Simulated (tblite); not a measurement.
Species: C6H6F3O2P.
Bonds: C1–O2, O2–C3, C3–P4 (aromatic), P4–C5 (aromatic), C5–C6, C6–F7, C6–F8, C6–F9, C5–O10 (aromatic), O10–C11 (aromatic), C11–C12, C3–C11 (aromatic). Hydrogens: H13, H14, H15 on C1; H16, H17, H18 on C12.

The geometry is computed with GFN2-xTB (gas phase).

Q: Give the optimised bond lengths and angles.

A: 
| bond | length (Å) |
| --- | --- |
| C1–O2 | 1.407 |
| O2–C3 | 1.353 |
| C3–P4 | 1.781 |
| P4–C5 | 1.716 |
| C5–C6 | 1.484 |
| C6–F7, C6–F8, C6–F9 | 1.343 |
| C5–O10 | 1.344 |
| O10–C11 | 1.337 |
| C11–C12 | 1.487 |
| C3–C11 | 1.374 |
| C1–H13, C1–H14, C1–H15 | 1.094 |
| C12–H16, C12–H17, C12–H18 | 1.088 |

Bonds in one row agree within 0.01 Å and their mean is given. A selection of angles:
| angle | degrees |
| --- | --- |
| C1–O2–C3 | 114.9 |
| O2–C3–P4 | 126.8 |
| O2–C3–C11 | 121.6 |
| P4–C3–C11 | 111.6 |
| C3–P4–C5 | 86.2 |
| P4–C5–C6 | 125.7 |
| P4–C5–O10 | 116.7 |
| C6–C5–O10 | 117.6 |
| C5–C6–F7 | 113.4 |
| C5–C6–F9 | 110.1 |
| F7–C6–F8 | 105.9 |
| F7–C6–F9 | 106.7 |
| C5–O10–C11 | 111.5 |
| O10–C11–C12 | 118.3 |
| C3–C11–O10 | 114.0 |
| C3–C11–C12 | 127.7 |

Dihedral angles: C1–O2–C3–P4 0° (synperiplanar); P4–C5–C6–F7 -116° (anticlinal). The mirror-image conformer, all signs reversed, is as good.

The 5-membered ring C3–P4–C5–O10–C11 has internal angles of 86.2° to 116.7° (sum 540°, against 540° for a flat polygon); it is planar, 0.00 Å rms from its mean plane, widest ring torsion 0°. The 2 C–P bonds span 1.716 Å (P4–C5, aromatic) to 1.781 Å (C3–P4, aromatic), a spread of 0.065 Å. The C–O distances run from 1.337 Å (O10–C11, aromatic) to 1.407 Å (C1–O2, drawn single), a spread of 0.070 Å. Of the pairs four or more bonds apart, O2···H17 is among the closest relative to their van der Waals radii: 2.59 Å, 95 % of the sum of Bondi's values. P4 (phosphorus bonded to 2 C) is bent (angle 86.2°). The 3 C–C bonds span 1.374 Å (C3–C11, aromatic) to 1.487 Å (C11–C12, drawn single), a spread of 0.113 Å.

Its GFN2-xTB frequencies are all real (lowest 25 cm⁻¹). The numbers are those of one conformer. 2 starts were optimised and ended at 0.00 and 0.98 kcal/mol (GFN2-xTB); the lowest of these is shown.
